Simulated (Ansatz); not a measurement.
Consider the redistribution: `C#[C][Ti]([Cl])([Cl])[Cl]` + `C[SiH](O)Cl` → `[OH][Ti]([Cl])([Cl])[Cl]` + `C#C[SiH](C)Cl`.

Computed with Ansatz on PBE0-D4/def2-TZVP structures; ΔE is electronic, products minus reactants. CCSD(T)/CBS is the MP2 limit (def2-TZVPP, def2-QZVPP) plus CCSD(T) − MP2 in def2-TZVPP, frozen cores. Functionals use def2-TZVPP. HSE06 is defined as in plane-wave codes. For Ti outer-core shells are correlated without core-valence functions, which leaves a few kJ/mol of doubt a bond. Scalar relativity is left out up to krypton. Each species was taken in one conformer, which may not be the lowest.

`C#[C][Ti]([Cl])([Cl])[Cl]`:

```xyz
7

C     0.761    1.201    1.585
C     0.326    0.515    0.680
Ti   -0.385   -0.607   -0.801
Cl    0.786   -2.426   -0.851
Cl   -0.168    0.527   -2.631
Cl   -2.465   -1.014   -0.361
H     1.143    1.803    2.379
```

`C[SiH](O)Cl`:

Cartesian coordinates in Å:
```
C 0.713 -0.121 -0.943
Si -0.341 -0.316 0.567
O -1.640 0.679 0.582
Cl 0.852 0.064 2.211
H 1.547 -0.827 -0.920
H 0.122 -0.310 -1.843
H 1.128 0.888 -1.006
H -0.889 -1.679 0.714
H -1.492 1.624 0.637
```

`[OH][Ti]([Cl])([Cl])[Cl]`:

```xyz
6

O     0.479    0.262   -1.281
Ti   -0.124   -0.184    0.295
Cl   -0.414   -2.342    0.377
Cl    1.308    0.444    1.812
Cl   -2.010    0.847    0.655
H     0.761    0.973   -1.858
```

`C#C[SiH](C)Cl`:

```xyz
10

C    -2.200   -1.030    0.978
C    -1.191   -0.399    0.786
Si    0.350    0.523    0.482
C     1.128   -0.009   -1.113
Cl   -0.105    2.528    0.394
H    -3.095   -1.584    1.150
H     1.254    0.331    1.638
H     2.045    0.555   -1.298
H     0.442    0.158   -1.946
H     1.373   -1.073   -1.072
```

**Question.** Is it downhill or uphill in electronic energy at CCSD(T)/CBS, and by how much? (Estimate.)

**Answer.** Computed: Downhill: ΔE = -38.0 kJ/mol.

**Question.** What do these levels give: HSE06-D4, BHLYP-D4, revPBE, LC-ωPBE, CCSD(T)/def2-SVP, CCSD(T)/def2-TZVPP? (Estimate.)

**Answer.** The calculation gave: HSE06-D4 -44.3, BHLYP-D4 -40.6, revPBE -44.9, LC-ωPBE -56.0, CCSD(T)/def2-SVP -52.4, CCSD(T)/def2-TZVPP -37.2 kJ/mol.

**Question.** What do rigid-rotor, harmonic-oscillator terms from PBE0-D4/def2-TZVP frequencies (298.15 K, 1 bar) make of the CCSD(T)/CBS value? (Estimate.)

**Answer.** The calculation gave: ΔZPE = -2.4 kJ/mol, ΔH = -39.6 kJ/mol, ΔS = 15 J/(mol·K), ΔG = -44.1 kJ/mol.

Largest T1 diagnostic among the species: 0.024, so the coupled-cluster value is less sure than usual.

At CCSD(T), def2-SVP lies −14.4 kJ/mol from the extrapolated value and def2-TZVPP +0.8 kJ/mol. In def2-TZVPP, CCSD(T) changes the Hartree–Fock value by +3.2 kJ/mol (the triples alone add +2.5 kJ/mol) and MP2 by +5.9 kJ/mol. Leaving LDA and LC-ωPBE aside and taking each functional with its dispersion term where it has one, the values, not all of them listed here, spread over 11.2 kJ/mol, from ωB97X-V to B2PLYP.
